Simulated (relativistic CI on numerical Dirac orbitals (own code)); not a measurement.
**Cr³⁺: what numerical and physical settings do to a radial Dirac CI calculation**

Reference input:

```
atom Cr  Z=24  charge=3  electrons=21
nucleus A=52  rms_radius_fm=3.6452
hamiltonian dirac-coulomb  breit=on  qed=on  c_scale=1
orbitals kli  potential=per-configuration
slater_scale 1
correlation none
mixing on
grid step=0.0125 r_max=25.7
scf mixing=0.4 start=green max_iterations=150 tolerance=2e-08 node_fill=0.05
configurations
  [Ar] 3d3
end
```

Computed lowest total energy -1047.33827 Ha, first excitation 222.8 cm⁻¹, 11 SCF steps. Runs with settings changed; * marks those that are bad on purpose:

| Changed | Outcome | Lowest level | ΔE (Ha) | First excitation (cm⁻¹) | SCF steps | Message |
| --- | --- | --- | --- | --- | --- | --- |
| Breit term off, QED terms off, grid step 0.03 | converged | 3d3 4F_3/2 | -0.594 | 261.5 | 11 |  |
| end of the grid at 77.1 bohr | converged | 3d3 4F_3/2 | -2.27e-13 | 222.8 | 11 |  |
| SCF mixing 0.1, nuclear radius 4.0097 fm | converged | 3d3 4F_3/2 | 0.000536 | 222.8 | 13 |  |
| Breit term off | converged | 3d3 4F_3/2 | -0.357 | 262.6 | 11 |  |
| SCF tolerance 0.05 * | converged | 3d3 4F_3/2 | -0.000354 | 220.0 | 5 |  |
| charge 4 * | refused |  |  |  | 0 | configuration [Ar] 3d3 has 21 electrons, the ion has 20 |

With so few configurations and no correlation, terms lie too far apart (by 10 to 50 % near neutrality), their order can be wrong, and levels of other configurations are missing.
